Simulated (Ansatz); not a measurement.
Cost and result for the atomization energy of `O[Si@H](F)C[Si@@H](O)F` (13 atoms, 12 bonds).

Z-matrix (Å, degrees):
```
Si
F 1 1.613
C 1 1.853 2 105.6
O 1 1.630 2 109.3 3 123.3
H 1 1.473 2 107.4 3 -122.2
Si 3 1.860 1 114.9 2 -44.6
H 3 1.096 1 108.6 2 -167.6
H 3 1.097 1 109.0 2 76.0
H 4 0.958 1 119.8 2 -70.8
O 6 1.627 3 111.5 1 59.0
F 6 1.600 3 106.4 1 -62.1
H 6 1.475 3 114.0 1 179.8
H 10 0.961 6 116.9 3 -42.0
```

The species carries charge 0 and has multiplicity 1. The structure was optimised at the PBE0-D4/def2-TZVP level. It is one conformer, not always the lowest. Program: Ansatz. All runs use 2 threads of an AMD EPYC 7R13 on a shared host and a share of an NVIDIA H100 80 GB. Times are those of one run each, without the atoms' runs, and a repeat can differ threefold. Electronic energies, without spin–orbit coupling; frozen cores. CCSD(T)/CBS adds CCSD(T) − MP2 in def2-TZVPP to the MP2 limit, and its time is that of the two runs behind it. T1 = 0.012. B3LYP takes the VWN-RPA correlation (the form of Gaussian; ORCA's B3LYP/G).

CCSD(T)/CBS is a level of theory with its own doubt, some kJ/mol a heavy atom from the limit and from the frozen cores, so smaller differences don't rank the functionals.

| level | functions | wall time |
| --- | --- | --- |
| r2SCAN-D4/def2-TZVPP (with forces) | 323 | 4.7 s |
| PBE0-D4/def2-TZVPP | 323 | 4.7 s |
| B2PLYP/def2-TZVPP | 323 | 5.5 s |
| PBE-D4/def2-TZVPP (with forces) | 323 | 6.5 s |
| B3LYP-D4/def2-TZVPP (with forces) | 323 | 7 s |
| ωB97X-V/def2-TZVPP | 323 | 8.1 s |
| MP2/def2-QZVPP | 605 | 8.5 s |
| ωB97M-V/def2-TZVPP (with forces) | 323 | 9.5 s |
| CCSD(T)/def2-TZVPP | 323 | 15 s |
| CCSD(T)/CBS(def2) | – | 23 s |

Q: What atomization energy does each give, and how far from CCSD(T)/CBS? (An estimate is asked.)

A: Computed: 
```tsv
level	atomization (kcal/mol)	difference from CCSD(T)/CBS	per bond
r2SCAN-D4/def2-TZVPP (with forces)	1250.4	-5.7	-0.5
PBE0-D4/def2-TZVPP	1234.5	-21.6	-1.8
B2PLYP/def2-TZVPP	1233.9	-22.2	-1.8
PBE-D4/def2-TZVPP (with forces)	1258.0	1.9	0.2
B3LYP-D4/def2-TZVPP (with forces)	1240.4	-15.7	-1.3
ωB97X-V/def2-TZVPP	1251.7	-4.4	-0.4
MP2/def2-QZVPP	1275.4	19.3	1.6
ωB97M-V/def2-TZVPP (with forces)	1252.3	-3.8	-0.3
CCSD(T)/def2-TZVPP	1218.8	-37.3	-3.1
CCSD(T)/CBS(def2)	1256.1	0.0	0.0
```

From PBE to PBE0 (25 % exact exchange), in def2-TZVPP and without D4, the atomization energy moves by −22.4 kcal/mol: exact exchange takes away binding that semilocal exchange gives to molecules. The D4 term adds +12.1 kcal/mol with B3LYP and +6.4 kcal/mol with PBE0; it sums over pairs of atoms, weighted by their polarisabilities, and B3LYP, whose exchange is more repulsive, gets the larger term. In def2-TZVPP, CCSD(T) changes the Hartree–Fock value by +299.4 kcal/mol (the triples alone add +17.4 kcal/mol) and MP2 by +333.3 kcal/mol; breaking electron pairs costs correlation energy, which Hartree–Fock lacks.
